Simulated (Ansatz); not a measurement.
A short molecular-dynamics run on the cluster GeSe2 (the lowest singlet isomer of a short search).

```yaml
crystal:
  periodic: [false, false, false]
  atoms:
    - {symbol: Ge, position_ang: [0.222673, -0.622095, -1.166977]}
    - {symbol: Se, position_ang: [0.687283, 1.175455, 0.275305]}
    - {symbol: Se, position_ang: [-0.909956, -0.553360, 0.891671]}
basis:
  gaussian: {orbitals: "6-31G*"}
magnetization: {spin_polarized: true, initial_magnetization: 0}
hamiltonian: {xc: {name: BLYP}}
md: {timestep: 0.5 fs, n_steps: 15, ensemble: nve, temperature: 1000, initial_velocities: maxwell_boltzmann, seed: 168}
scf: {omitted_lower_state_checks: [starts]}
```

```sh
$ ansatz run in.yaml --threads 4 --pin off --events-out ev --progress --plain --max-ram 3916MiB
```

```tsv
step	time (fs)	potential energy (eV)	kinetic (eV)	T (K)	conserved (eV)
0	0.0	-187199.6786	0.1293	1000	-187199.5493
1	0.5	-187199.6766	0.1272	984	-187199.5493
2	1.0	-187199.6746	0.1252	969	-187199.5493
3	1.5	-187199.6726	0.1232	953	-187199.5493
4	2.0	-187199.6706	0.1213	938	-187199.5493
5	2.5	-187199.6686	0.1193	923	-187199.5493
6	3.0	-187199.6667	0.1173	908	-187199.5493
7	3.5	-187199.6648	0.1154	893	-187199.5493
8	4.0	-187199.6629	0.1136	879	-187199.5493
9	4.5	-187199.6611	0.1117	864	-187199.5493
10	5.0	-187199.6593	0.1100	851	-187199.5493
11	5.5	-187199.6575	0.1082	837	-187199.5493
12	6.0	-187199.6559	0.1065	824	-187199.5493
13	6.5	-187199.6542	0.1049	812	-187199.5493
14	7.0	-187199.6527	0.1034	800	-187199.5493
15	7.5	-187199.6512	0.1019	788	-187199.5493
```

Velocities are drawn at the set temperature; a run this short doesn't reach equilibrium.

The 6-31G sets use Cartesian d functions.

Frames (Å, forces in eV/Å):

```xyz
3
time=0.0 fs
Ge    0.223   -0.622   -1.167    0.212   -0.588   -1.105
Se    0.687    1.175    0.275    0.594    1.050    0.281
Se   -0.910   -0.553    0.892   -0.806   -0.463    0.824
3
time=0.5 fs
Ge    0.223   -0.623   -1.168    0.215   -0.579   -1.100
Se    0.686    1.175    0.276    0.618    1.070    0.264
Se   -0.909   -0.552    0.891   -0.833   -0.491    0.835
3
time=1.0 fs
Ge    0.222   -0.624   -1.168    0.218   -0.570   -1.093
Se    0.685    1.174    0.277    0.641    1.088    0.247
Se   -0.907   -0.551    0.891   -0.859   -0.519    0.846
3
time=1.5 fs
Ge    0.222   -0.624   -1.169    0.220   -0.560   -1.084
Se    0.684    1.173    0.279    0.664    1.106    0.229
Se   -0.906   -0.549    0.891   -0.884   -0.547    0.855
3
time=2.0 fs
Ge    0.222   -0.625   -1.170    0.222   -0.549   -1.074
Se    0.683    1.173    0.280    0.687    1.123    0.211
Se   -0.905   -0.548    0.890   -0.909   -0.574    0.864
3
time=2.5 fs
Ge    0.222   -0.626   -1.171    0.224   -0.538   -1.063
Se    0.682    1.172    0.281    0.709    1.140    0.192
Se   -0.904   -0.546    0.890   -0.933   -0.602    0.872
3
time=3.0 fs
Ge    0.222   -0.627   -1.172    0.225   -0.526   -1.051
Se    0.681    1.172    0.282    0.731    1.155    0.173
Se   -0.903   -0.545    0.890   -0.957   -0.629    0.878
3
time=3.5 fs
Ge    0.222   -0.628   -1.173    0.226   -0.514   -1.038
Se    0.680    1.171    0.283    0.753    1.169    0.153
Se   -0.902   -0.544    0.889   -0.979   -0.656    0.884
3
time=4.0 fs
Ge    0.222   -0.629   -1.174    0.227   -0.501   -1.023
Se    0.679    1.171    0.284    0.774    1.183    0.134
Se   -0.901   -0.542    0.889   -1.001   -0.682    0.889
3
time=4.5 fs
Ge    0.222   -0.630   -1.175    0.228   -0.487   -1.007
Se    0.678    1.170    0.285    0.795    1.196    0.114
Se   -0.900   -0.541    0.889   -1.022   -0.708    0.893
3
time=5.0 fs
Ge    0.222   -0.631   -1.176    0.228   -0.473   -0.989
Se    0.677    1.170    0.286    0.815    1.207    0.093
Se   -0.899   -0.540    0.889   -1.042   -0.734    0.896
3
time=5.5 fs
Ge    0.222   -0.632   -1.177    0.228   -0.459   -0.971
Se    0.676    1.169    0.287    0.834    1.218    0.073
Se   -0.898   -0.539    0.889   -1.062   -0.760    0.898
3
time=6.0 fs
Ge    0.221   -0.633   -1.178    0.227   -0.443   -0.951
Se    0.675    1.169    0.289    0.853    1.228    0.052
Se   -0.897   -0.537    0.888   -1.080   -0.784    0.899
3
time=6.5 fs
Ge    0.221   -0.634   -1.179    0.226   -0.428   -0.930
Se    0.674    1.169    0.290    0.871    1.237    0.031
Se   -0.896   -0.536    0.888   -1.098   -0.809    0.899
3
time=7.0 fs
Ge    0.221   -0.635   -1.180    0.225   -0.412   -0.908
Se    0.673    1.169    0.291    0.889    1.244    0.010
Se   -0.895   -0.535    0.888   -1.114   -0.833    0.898
3
time=7.5 fs
Ge    0.221   -0.636   -1.181    0.224   -0.395   -0.885
Se    0.673    1.168    0.292    0.906    1.251   -0.011
Se   -0.894   -0.534    0.888   -1.130   -0.856    0.896
```

Run time 20 s (4 threads of Arm Neoverse V2 on a shared host).
